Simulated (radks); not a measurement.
Spherical jellium clusters: N electrons in a uniform positive sphere of charge N and radius rs N^(1/3), rs = 2.2 bohr. Calculated with a radial shooting solver with Libxc functionals: non-relativistic Kohn-Sham, PBE, spin-polarised, spherical densities. Levels are named by radial order and angular momentum (1s, 1p, 1d, 2s, ...), and open shells are averaged over m.

N = 25, configuration 1s2 1p6 1d10 2s2 1f(up 5, down 0). This is the lowest configuration that the search found. Occupied and some empty levels:

level    occupation  eigenvalue (eV)  <r> (bohr)
1s up             1          -11.401       3.872
1s down           1          -11.209       3.696
1p up             3          -9.0533       4.727
1p down           3          -8.6356       4.588
1d up             5          -6.2684       5.375
1d down           5          -5.6835       5.288
2s up             1          -5.3689       4.741
2s down           1          -4.9580       4.796
1f up             5          -3.1851       6.036
1f down           0          -2.5059       6.027
2p up             0          -2.3057       6.366
2p down           0          -1.9206       6.461
1g up             0        -0.056496       7.251

Energy (eV): total -15.0527, kinetic 128.71, external -3064.3, Hartree 1484.6, exchange-correlation -150.28, background 1586.3.
